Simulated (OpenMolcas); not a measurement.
## Computed levels of Mo2+

* Program: OpenMolcas 26.06
* Method: SS-CASPT2, IPEA 0.25 Eh, imaginary shift 0.1 Eh (closed shells correlated: 4s 4p)
* Basis: ANO-RCC-VTZP [7s6p4d2f1g]
* Scalar Hamiltonian: DKH2, point nucleus
* Active space: 4 electrons in 5 orbitals (4d)
* State averaging: 2S+1 = 5 even, 5 roots; 2S+1 = 3 even, 45 roots; 2S+1 = 1 even, 50 roots
* Spin-orbit coupling: RASSI with atomic mean-field integrals over the reference wave functions, term energies averaged over their components

With spin-orbit coupling, above the lowest level:

| Configuration | Term | J | E (cm⁻¹) | Measured (cm⁻¹) | g | Term weight % | Second |
| --- | --- | --- | --- | --- | --- | --- | --- |
| 4d⁴ | ⁵D | 0 | 0.0 | 0.0 |  | 98 |  |
| 4d⁴ | ⁵D | 1 | 235 | 242 | 1.501 | 99 |  |
| 4d⁴ | ⁵D | 2 | 654 | 668 | 1.500 | 99 |  |
| 4d⁴ | ⁵D | 3 | 1203 | 1224 | 1.500 | 100 |  |
| 4d⁴ | ⁵D | 4 | 1845 | 1872 | 1.499 | 99 |  |
| 4d⁴ | ³P(1) | 0 | 12190 | 11149 |  | 96 | 3 ¹S(1) |
| 4d⁴ | ³P(1) | 1 | 13420 | 12510 | 1.495 | 98 |  |
| 4d⁴ | ³H | 4 | 13690 | 12680 | 0.837 | 88 | 6 ³G |
| 4d⁴ | ³H | 5 | 14240 | 13276 | 1.043 | 94 | 6 ³G |
| 4d⁴ | ³H | 6 | 14740 | 13811 | 1.164 | 98 |  |
| 4d⁴ | ³F(1) | 3 | 15070 | 13948 | 1.016 | 79 | 21 ³G |
| 4d⁴ | ³F(1) | 2 | 15080 | 13929 | 0.675 | 98 |  |
| 4d⁴ | ³P(1) | 2 | 15280 | 14358 | 1.491 | 97 |  |
| 4d⁴ | ³F(1) | 4 | 15370 | 14296 | 1.191 | 79 | 10 ³G |
| 4d⁴ | ³G | 3 | 17010 | 15871 | 0.820 | 79 | 21 ³F(1) |
| 4d⁴ | ³G | 4 | 17430 | 16283 | 1.068 | 82 | 12 ³F(1) |
| 4d⁴ | ³G | 5 | 17800 | 16714 | 1.191 | 94 | 6 ³H |
| 4d⁴ | ³D | 3 | 20760 | 19488 | 1.330 | 98 |  |
| 4d⁴ | ³D | 2 | 20880 | 19577 | 1.162 | 93 | 5 ¹D(1) |
| 4d⁴ | ³D | 1 | 21180 |  | 0.507 | 99 |  |
| 4d⁴ | ¹I | 6 | 21220 | 20290 | 1.003 | 98 |  |
| 4d⁴ | ¹G(1) | 4 | 22160 | 20612 | 1.006 | 93 | 4 ³F(1) |
| 4d⁴ | ¹S(1) | 0 | 24310 | 22990 |  | 97 | 3 ³P(1) |
| 4d⁴ | ¹D(1) | 2 | 25090 | 22806 | 1.009 | 93 | 5 ³D |
| 4d⁴ | ¹F | 3 | 28620 |  | 1.004 | 97 | 2 ³F(2) |
| 4d⁴ | ³P(2) | 2 | 33600 |  | 1.497 | 99 |  |
| 4d⁴ | ³F(2) | 4 | 34470 |  | 1.247 | 98 |  |
| 4d⁴ | ³F(2) | 2 | 34640 |  | 0.669 | 99 |  |
| 4d⁴ | ³F(2) | 3 | 34750 |  | 1.082 | 97 | 2 ¹F |
| 4d⁴ | ³P(2) | 1 | 34900 |  | 1.500 | 100 |  |
| 4d⁴ | ³P(2) | 0 | 35560 |  |  | 99 |  |
| 4d⁴ | ¹G(2) | 4 | 39280 | 36164 | 1.003 | 98 |  |
| 4d⁴ | ¹D(2) | 2 | 51430 |  | 1.000 | 100 |  |
| 4d⁴ | ¹S(2) | 0 | 66190 |  |  | 100 |  |

Against the 23 measured excited levels shown (Sugar and Musgrove, J. Phys. Chem. Ref. Data 17, 155 (1988)) the mean absolute deviation is 1100 cm-1; the largest miss in energy is 4d⁴ ¹G₄(2): computed 39280, measured 36164 cm⁻¹ (+8.6 %).

Spin-orbit coupling puts the lowest level 1276 cm⁻¹ below the lowest spin-free term.

A least-squares Racah fit to the terms below 60000 cm-1, each weighted by 2L + 1 and with a free common offset, gives B = 597 cm-1 and C = 2597 cm-1 (C/B = 4.35), with an rms deviation of 533 cm-1.

For ⁵D the intervals divided by the larger J are 235.2, 209.3, 182.9, 160.5 cm-1. Landé's interval rule makes them equal in pure LS coupling; they differ by 38 % of their mean. The multiplet is regular.

CASPT2 breaks the degeneracy within a term, and the mean is taken; among the terms shown or strongly mixed into the levels shown the widest spread is 420 cm-1 (4d⁴ ¹G(2)). Levels of configurations with an s electron are missing; early in the row they begin among the upper levels of the d shell and mix with terms of their name. Some levels mix across a computed gap that differs much from the measured one, so their mixing is not that of the real levels. Computed and measured levels are paired by configuration, term and J; levels that our copy of the source lacks, or whose pairing is in doubt (as where it misses far off the trend of its configuration), stay unpaired and out of the deviations. Only configurations of the active space appear.

The CASPT2 steps took 22 s on 1 thread of Arm Neoverse V1 (shared host); the integral step is not counted.

The term weight is that of the spin-free term in the level, not the purity of its configuration. A number in round brackets counts repeated terms of one configuration in the order of the reference energies.
